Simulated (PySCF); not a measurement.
BI₂, SMILES I[B]I (connectivity only; charge and spin as stated), charge +1, multiplicity 1. Heavy atoms are numbered as in [I:1][B:2][I:3].

Geometry: B3LYP-D3(BJ)/def2-TZVP. The multiplicity is an assumed one; other spin states were not compared. The isomer is the one that the SMILES or the coordinates give; other isomers of the formula were not compared. The def2 effective core potentials stand for the cores of I; spin–orbit coupling is left out.

These are PySCF with B3LYP/def2-TZVPD values and carry that method's errors.

Mulliken values depend strongly on the basis, most of all with diffuse functions as here. ESP charges are fitted to the potential on shells at 1.4 to 2.0 van der Waals radii. Atomic charges (e), one atom of each kind:

| atom | Mulliken | ESP fit |
|---|---|---|
| I1 | 0.41 | 0.61 |
| B2 | 0.18 | -0.22 |
